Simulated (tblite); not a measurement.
Compound: C7H12OSi.
Z-matrix (Å and degrees, GFN2-xTB geometry), rows numbered from 1:
```
C 
C   1  1.5253
C   2  1.5283  1  111.54
O   2  1.4173  1  107.35  3  -120.88
C   4  1.3508  2  117.93  1  -151.33
C   5  1.3489  4  121.34  2  -173.17
C   6  1.4452  5  115.56  4  -177.49
C   7  1.3431  6  117.48  5    -0.20
Si  8  1.8713  7  109.25  6     0.55
H   1  1.0860  2  110.22  3   -60.19
H   1  1.0868  2  110.02  3   179.40
H   1  1.0867  2  109.69  3    60.12
H   2  1.1013  1  109.68  3   120.87
H   3  1.0864  2  110.21  1    62.91
H   3  1.0874  2  109.74  1   -57.35
H   3  1.0877  2  110.11  1  -176.87
H   6  1.0788  5  123.52  4     2.32
H   7  1.0816  6  118.99  5   179.83
H   8  1.0765  7  122.47  6   179.95
H   9  1.4653  5  112.94  4   -65.75
H   9  1.4656  5  112.10  4    60.95
```

Calculated harmonic vibrations of the isolated species, GFN2-xTB (tblite), most abundant isotopes, no scaling. This tight-binding method is rough: wavenumbers can miss measured ones by several per cent, in bad cases by 10 to 20. Modes of hydrogen on silicon can be 10 to 20 % off. One conformer, not necessarily the lowest.

Harmonic wavenumbers (cm⁻¹): 55.1, 60.0, 134.2, 169.5, 179.3, 211.3, 288.6, 311.9, 349.2, 384.9, 415.1, 445.5, 515.0, 527.6, 568.9, 609.9, 616.8, 693.2, 731.2, 762.4, 827.9, 837.1, 889.2, 907.0, 937.8, 958.9, 970.9, 1041.8, 1109.7, 1136.6, 1152.5, 1173.5, 1234.2, 1259.9, 1307.3, 1319.6, 1328.1, 1392.0, 1404.7, 1473.3, 1483.7, 1486.1, 1497.7, 1526.3, 1607.2, 2233.1, 2240.1, 2853.5, 3037.4, 3042.7, 3045.3, 3047.3, 3050.7, 3052.6, 3054.5, 3090.3, 3102.5.

A = 2957, B = 820.0, C = 732.1 MHz; mass 140.066 u (most abundant isotopes); point group C1, symmetry number 1.

Task: Zero-point energy?

Result: ½Σν̃ = 36571 cm⁻¹ = 437.49 kJ/mol.

Task: Entropy at 500 K, 1 bar (ideal gas, RRHO, classical rotation)?

Result: Translation 181.24, rotation 130.22, vibration 224.35: S = 535.8 J/(mol K).

Task: And Cp and H(500 K) − H(0)?

Result: Cp = 265.85 J/(mol K), of which vibrations give 232.59 (their classical limit is 57 R = 473.9); H(500 K) − H(0) = 76.13 kJ/mol without the zero-point energy, 59.50 from vibrations.

Task: What must be added to the electronic energy to get the Gibbs energy at 500 K and 1 bar?

Result: ZPE + [H(500 K) − H(0)] − T·S = 437.49 + 76.13 − 267.91 = 245.71 kJ/mol.

Task: How do the functions run with temperature in this model?

Result: 
```csv
T (K),S (J/(mol K)),Cp (J/(mol K)),H − H(0) (kJ/mol),G − H(0) (kJ/mol),ln q(vib)
100,291.1,78.2,5.34,-23.77,1.57
200,360.9,128.9,15.69,-56.48,4.17
300,422.7,179.6,31.12,-95.70,6.95
800,680.4,348.2,169.36,-374.93,21.03
1000,762.1,383.7,242.73,-519.34,26.23
```

q(vib) and H(0) count from the zero-point level.

Hindered rotation and anharmonicity are outside this model. Other conformers, if any are populated, would add a mixing term that is left out. The structure is chiral; the term R ln 2 for an equal mix with its mirror image is left out.
